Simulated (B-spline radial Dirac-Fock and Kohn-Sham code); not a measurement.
# EELS cross sections of the Eu M1 (3s) edge

System: atomic europium, configuration [Xe] 4f7 6s2. The computed values come from a radial B-spline solver: the first Born approximation with generalised oscillator strengths from a Dirac-Hartree-Slater potential (longitudinal and transverse terms; continuum final states only, so no white lines or fine structure). The edge is taken at 1800.0 eV (tabulated value).

Input of the calculation (task.json; shells as n, l, electrons):

```json
{"items": [{
  "Z": 63,
  "q": 0,
  "cfg": [[1, 0, 2], [2, 0, 2], [2, 1, 6], [3, 0, 2], [3, 1, 6], [3, 2, 10], [4, 0, 2], [4, 1, 6], [4, 2, 10], [4, 3, 7], [5, 0, 2], [5, 1, 6], [6, 0, 2]],
  "A": 153,
  "rrms": 5.1115,
  "do": "eels",
  "beams": [[60, 5], [60, 10], [60, 100], [100, 5], [100, 100], [120, 5], [120, 50], [120, 100], [200, 5], [200, 20], [300, 10], [300, 20], [300, 50], [300, 100]],
  "edges": {"M1": 1800.0}
}]}
```

Command: `python xray2_run.py task.json out`

Partial cross sections σ(β, Δ) in barn, integrated over a window Δ above the edge and up to the collection semi-angle β, for parallel illumination:

| E₀ (kV) | β (mrad) | Δ = 25 eV | Δ = 50 eV | Δ = 100 eV | Δ = 200 eV | Δ = 300 eV |
| --- | --- | --- | --- | --- | --- | --- |
| 60 | 5 | 0.686 | 1.34 | 2.53 | 4.57 | 6.20 |
| 60 | 10 | 2.45 | 4.78 | 9.08 | 16.4 | 22.4 |
| 60 | 100 | ? | ? | ? | ? | ? |
| 100 | 5 | 1.13 | 2.20 | 4.18 | 7.54 | 10.3 |
| 100 | 100 | 25.7 | 52.6 | 103 | 194 | 273 |
| 120 | 5 | 1.34 | 2.61 | 4.96 | 8.98 | 12.2 |
| 120 | 50 | 17.0 | 33.8 | 65.3 | 122 | 170 |
| 120 | 100 | 24.0 | 49.3 | 97.3 | 183 | 258 |
| 200 | 5 | 2.13 | 4.17 | 7.94 | 14.4 | 19.8 |
| 200 | 20 | 9.08 | 17.9 | 34.4 | 63.8 | 89.1 |
| 300 | 10 | 5.91 | 11.6 | 22.3 | 41.3 | 57.5 |
| 300 | 20 | 9.43 | 18.6 | 35.9 | 66.8 | 93.5 |
| 300 | 50 | 14.9 | 30.1 | 59.0 | 111 | 156 |
| 300 | 100 | 17.2 | 35.7 | 71.1 | 135 | 192 |

Problem. Give the row for 60 kV and 100 mrad.

Solution. 30.8 b for 25 eV, 62.0 b for 50 eV, 121 b for 100 eV, 226 b for 200 eV, 316 b for 300 eV.
